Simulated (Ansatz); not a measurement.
`[BH2][SnH2][CH3]`. The species carries charge 0 and has multiplicity 1. Sn takes the def2 core potential. Geometry: relaxed with PBE0-D4/def2-TZVP.

```xyz
10

B     1.049   -1.687   -0.638
Sn   -0.678   -0.324   -0.179
C    -0.096    1.566    0.656
H     2.182   -1.337   -0.488
H     0.855   -2.792   -1.048
H    -1.765   -1.086    0.909
H    -1.567   -0.025   -1.617
H     0.431    1.411    1.598
H     0.565    2.089   -0.034
H    -0.975    2.184    0.841
```

Task: What is the dipole moment at r2SCAN/def2-TZVPP? (Best estimate.)

Result: Ansatz gave: 0.76 D, with components (0.71, 0.22, 0.15) D in this frame, pointing from negative to positive charge.

Task: And with PBE, B3LYP, ωB97M-V? (An estimate is asked.)

Result: Computed: PBE 0.72 D, B3LYP 0.78 D, ωB97M-V 0.78 D.

Task: Give the Mulliken charges with r2SCAN, B3LYP, PBE in def2-TZVPP. (Best estimate.)

Result: The calculation gave: 
| atom | r2SCAN | B3LYP | PBE |
| --- | --- | --- | --- |
| B1 | -0.14 | -0.20 | -0.19 |
| Sn2 | 0.58 | 0.61 | 0.58 |
| C3 | -0.48 | -0.59 | -0.57 |
| H4 | 0.02 | 0.06 | 0.04 |
| H5 | 0.02 | 0.06 | 0.04 |
| H6 | -0.14 | -0.15 | -0.13 |
| H7 | -0.14 | -0.15 | -0.13 |
| H8 | 0.09 | 0.11 | 0.12 |
| H9 | 0.09 | 0.12 | 0.12 |
| H10 | 0.09 | 0.12 | 0.12 |

B3LYP here is the variant with VWN-RPA as its local correlation; programs differ in this.
